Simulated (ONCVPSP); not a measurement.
# Before and after: ONCV potential for Lu

```
Element                 : Lu (Z = 71)
Generator               : ONCVPSP 4.0.1
Type                    : optimised norm-conserving Vanderbilt (ONCV)
Functional              : LDA (Perdew-Zunger)
Relativity              : non-relativistic
Frozen core             : [Kr] 4d10 5s2
Valence charge          : 23
Reference configuration : 4f14 5p6 5d1 6s2
Partial waves           : 6s: rc 3.45 bohr, ncon 3, nbas 6, qcut 1.7 1/bohr, 2 projectors, debl 2.6 Ha; 5p: rc 1.35 bohr, ncon 4, nbas 8, qcut 6.4 1/bohr, 1 projector; 5d: rc 3.45 bohr, ncon 5, nbas 10, qcut 4.4 1/bohr, 1 projector; 4f: rc 0.80 bohr, ncon 4, nbas 8, qcut 17.8 1/bohr, 1 projector
Local potential         : polynomial inside 0.65 bohr (lpopt 5, dvloc0 4 Ha)
Core correction         : polynomial model core, fcfact 0.5
```

Change: scalar-relativistic.

Cutoffs: the cutoffs (Ha) at which the residual kinetic energy of the hardest occupied pseudo-wave falls to 1 and 0.1 mHa per electron; they do not see the model core or the augmentation charge, which bear on the density cutoff. Errors are all-electron minus pseudo energies relative to the spin-unpolarised reference configuration.

Problem. What does the change do?

Solution. The potential gets neither clearly harder nor softer (258 Ha and 432 Ha → 222 Ha and 430 Ha); both files keep a bound ghost (p, s); of the 3 tests that both files solve, the error grows in 2 and shrinks in 1 by more than 15 % and 0.3 meV (median size 32.7 → 81.6 meV).

```csv
quantity,base,changed
"cutoff, loose",258 Ha,222 Ha
"cutoff, tight",432 Ha,430 Ha
loose cutoff by channel,"s 1.9 Ha, p 32 Ha, d 7.0 Ha, f 258 Ha","s 2.6 Ha, p 36 Ha, d 6.9 Ha, f 222 Ha"
bound ghosts,"s, p","s, p"
GHOST(+) flags under 300 eV,"d at 19.4 eV, s at 81.6 eV","d at 26.2 eV, s at 85.3 eV"
tests with a reliable result,3 of 4,3 of 4
"error for 4f14 5p6 5d1 6s1, meV [ΔE 6.82 → 7.58 eV]",-2.1,-8.9
"error for 4f14 5p6 5d1 6s0, meV [ΔE 19.19 → 21.15 eV]",-33,-82
"error for 4f13 5p6 5d2 6s2, meV [ΔE 15.99 → 10.94 eV]",-610,-392
s: phases at 3.51 bohr within 0.05 rad from the reference energy up to (Ha; the scan ends near 5),n/a,0.8
p: phases at 1.37 bohr within 0.05 rad from the reference energy up to (Ha; the scan ends near 5),4.1,4.3
d: phases at 3.51 bohr within 0.05 rad from the reference energy up to (Ha; the scan ends near 5),0.4,0.4
f: phases at 0.81 bohr within 0.05 rad from the reference energy up to (Ha; the scan ends near 5),to the end of the scan,to the end of the scan
"rms error of d²Exc/dni dnj with the model core, mHa",2.00,1.92
```

 A true bound ghost makes a file unfit for plane-wave use even where its test errors are small: the radial tests pick states by their node count and pass the ghost by.
